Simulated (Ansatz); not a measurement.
Cost and result up the ladder for Sn₅H₂ (7 atoms). Total charge 0; singlet. Geometry: PBE-D4/def2-SVP.

| atom | x (Å) | y (Å) | z (Å) |
| --- | --- | --- | --- |
| Sn1 | 0.751 | -1.120 | 1.186 |
| Sn2 | -0.350 | 1.187 | 2.367 |
| Sn3 | 1.314 | 2.480 | 0.335 |
| Sn4 | -0.974 | 0.617 | -0.623 |
| Sn5 | -0.011 | -2.094 | -1.515 |
| H6 | 0.688 | 1.546 | -1.262 |
| H7 | -1.417 | -2.616 | -0.489 |

Ansatz on 4 threads of Arm Neoverse V1 on a shared host. Times are rough, and most runs start from the orbitals of an earlier one. No level here is sound enough to serve as a yardstick. Binding counts from free atoms at the same level (Sn triplet, H doublet; other spins of the atoms weren't run), without zero-point energy or a counterpoise term.

In the def2 sets Sn takes a core potential; there is no spin–orbit coupling. HSE06 is defined as in plane-wave codes, on full-range PBE exchange. Correlated methods freeze 20 core orbitals; core or outer-core shells of Sn are correlated, in sets that lack core-valence functions. The rows differ in basis, and correlated rows in double-zeta sets carry the largest basis error. Another isomer (singlet) lies 0.61 eV lower at PBE0-D4/def2-TZVP; other spin states weren't run for this one.

Correlated methods converge slowly with the basis, most of all in double-zeta sets.

```csv
level,functions,wall time,binding energy per atom (eV),remarks
PBE-D4/def2-SVP,140,2.4 s,2.35,restricted SCF unstable in HF
LDA (SPW92)/def2-TZVP,262,2.8 s,2.78,restricted SCF unstable in HF
PBE0-D4/def2-SVP,140,4.6 s,2.24,restricted SCF unstable in HF
PBE-D4/def2-TZVP (with forces),262,6 s,2.37,restricted SCF unstable in HF
PBE0-D4/def2-TZVP,262,12 s,2.26,restricted SCF unstable in HF
r2SCAN-D4/def2-TZVP,262,12 s,2.28,restricted SCF unstable in HF
HSE06-D4/def2-TZVP,262,12 s,2.27,restricted SCF unstable in HF
MP2/def2-TZVP,262,17 s,2.24,restricted SCF unstable
r2SCAN0-D4/def2-TZVP,262,18 s,2.20,restricted SCF unstable in HF
CCSD(T)/def2-SVP,140,1.7 min,1.97,restricted SCF unstable
```
